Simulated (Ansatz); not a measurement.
Consider the germylene formation by 1,1-elimination: `[OH][GeH2][F]` → H–F + `[OH][GeH]`.

Program: Ansatz. Geometries: PBE0-D4/def2-TZVP. ΔE: electronic, gas phase. CCSD(T)/CBS is the MP2 limit (def2-TZVPP, def2-QZVPP) plus CCSD(T) − MP2 in def2-TZVPP, frozen cores. This one scheme is used for every species. DFT in def2-TZVPP. B3LYP here is the variant with VWN-RPA as its local correlation; programs differ in this. HSE06 is defined as in plane-wave codes. For Ge outer-core shells are correlated without core-valence functions, which leaves a few kJ/mol of doubt a bond. Scalar relativity is left out up to krypton. One conformer a species, not always the lowest.

```json
{"level": "LDA (SPW92)", "ΔE (kJ/mol)": "189.9", "difference from CCSD(T)/CBS": "19.5"}
{"level": "PBE-D4", "ΔE (kJ/mol)": "161.3", "difference from CCSD(T)/CBS": "-9.1"}
{"level": "revPBE-D4", "ΔE (kJ/mol)": "153.5", "difference from CCSD(T)/CBS": "-16.9"}
{"level": "BLYP-D4", "ΔE (kJ/mol)": "145.6", "difference from CCSD(T)/CBS": "-24.8"}
{"level": "r2SCAN-D4", "ΔE (kJ/mol)": "188.5", "difference from CCSD(T)/CBS": "18.1"}
{"level": "PBE0-D4", "ΔE (kJ/mol)": "176.9", "difference from CCSD(T)/CBS": "6.5"}
{"level": "r2SCANh-D4", "ΔE (kJ/mol)": "190.3", "difference from CCSD(T)/CBS": "19.9"}
{"level": "r2SCAN0-D4", "ΔE (kJ/mol)": "193.3", "difference from CCSD(T)/CBS": "22.9"}
{"level": "HSE06-D4", "ΔE (kJ/mol)": "176.7", "difference from CCSD(T)/CBS": "6.3"}
{"level": "BHLYP-D4", "ΔE (kJ/mol)": "182.3", "difference from CCSD(T)/CBS": "11.9"}
{"level": "CAM-B3LYP-D4", "ΔE (kJ/mol)": "178.9", "difference from CCSD(T)/CBS": "8.5"}
{"level": "ωB97X-V", "ΔE (kJ/mol)": "189.2", "difference from CCSD(T)/CBS": "18.8"}
{"level": "ωB97M-V", "ΔE (kJ/mol)": "171.4", "difference from CCSD(T)/CBS": "1.0"}
{"level": "B2PLYP", "ΔE (kJ/mol)": "172.4", "difference from CCSD(T)/CBS": "2.0"}
{"level": "PBE-QIDH", "ΔE (kJ/mol)": "194.1", "difference from CCSD(T)/CBS": "23.7"}
{"level": "PBE", "ΔE (kJ/mol)": "158.5", "difference from CCSD(T)/CBS": "-11.9"}
{"level": "revPBE", "ΔE (kJ/mol)": "145.2", "difference from CCSD(T)/CBS": "-25.2"}
{"level": "BLYP", "ΔE (kJ/mol)": "139.3", "difference from CCSD(T)/CBS": "-31.1"}
{"level": "r2SCAN", "ΔE (kJ/mol)": "187.8", "difference from CCSD(T)/CBS": "17.4"}
{"level": "PBE0", "ΔE (kJ/mol)": "174.5", "difference from CCSD(T)/CBS": "4.1"}
{"level": "B3LYP", "ΔE (kJ/mol)": "157.1", "difference from CCSD(T)/CBS": "-13.3"}
{"level": "r2SCANh", "ΔE (kJ/mol)": "189.6", "difference from CCSD(T)/CBS": "19.2"}
{"level": "r2SCAN0", "ΔE (kJ/mol)": "192.5", "difference from CCSD(T)/CBS": "22.1"}
{"level": "HSE06", "ΔE (kJ/mol)": "174.5", "difference from CCSD(T)/CBS": "4.1"}
{"level": "RPA@PBE/def2-TZVPP", "ΔE (kJ/mol)": "167.8", "difference from CCSD(T)/CBS": "-2.6"}
{"level": "HF/def2-SVP", "ΔE (kJ/mol)": "193.8", "difference from CCSD(T)/CBS": "23.4"}
{"level": "MP2/def2-SVP", "ΔE (kJ/mol)": "200.9", "difference from CCSD(T)/CBS": "30.5"}
{"level": "CCSD(T)/def2-SVP", "ΔE (kJ/mol)": "184.2", "difference from CCSD(T)/CBS": "13.8"}
{"level": "HF/def2-TZVPP", "ΔE (kJ/mol)": "188.6", "difference from CCSD(T)/CBS": "18.2"}
{"level": "MP2/def2-TZVPP", "ΔE (kJ/mol)": "191.8", "difference from CCSD(T)/CBS": "21.4"}
{"level": "SCS-MP2/def2-TZVPP", "ΔE (kJ/mol)": "187.5", "difference from CCSD(T)/CBS": "17.1"}
{"level": "CCSD/def2-TZVPP", "ΔE (kJ/mol)": "182.4", "difference from CCSD(T)/CBS": "12.0"}
{"level": "CCSD(T)/def2-TZVPP", "ΔE (kJ/mol)": "181.7", "difference from CCSD(T)/CBS": "11.3"}
{"level": "MP2/def2-QZVPP", "ΔE (kJ/mol)": "185.6", "difference from CCSD(T)/CBS": "15.2"}
{"level": "SCS-MP2/def2-QZVPP", "ΔE (kJ/mol)": "182.9", "difference from CCSD(T)/CBS": "12.5"}
{"level": "CCSD/def2-QZVPP", "ΔE (kJ/mol)": "183.9", "difference from CCSD(T)/CBS": "13.5"}
{"level": "CCSD(T)/def2-QZVPP", "ΔE (kJ/mol)": "183.1", "difference from CCSD(T)/CBS": "12.7"}
{"level": "HF/CBS(def2)", "ΔE (kJ/mol)": "189.5", "difference from CCSD(T)/CBS": "19.1"}
{"level": "MP2/CBS(def2)", "ΔE (kJ/mol)": "180.5", "difference from CCSD(T)/CBS": "10.1"}
{"level": "CCSD/CBS(def2)", "ΔE (kJ/mol)": "171.1", "difference from CCSD(T)/CBS": "0.7"}
{"level": "CCSD(T)/CBS", "ΔE (kJ/mol)": "170.4", "difference from CCSD(T)/CBS": "0"}
```

Largest T1 diagnostic among the species: 0.016.

From PBE to PBE0 (25 % exact exchange), in def2-TZVPP and without D4, ΔE moves by +16.0 kJ/mol. The D4 term adds +4.5 kJ/mol with B3LYP and +2.4 kJ/mol with PBE0; it sums over pairs of atoms, weighted by their polarisabilities, and B3LYP, whose exchange is more repulsive, gets the larger term.
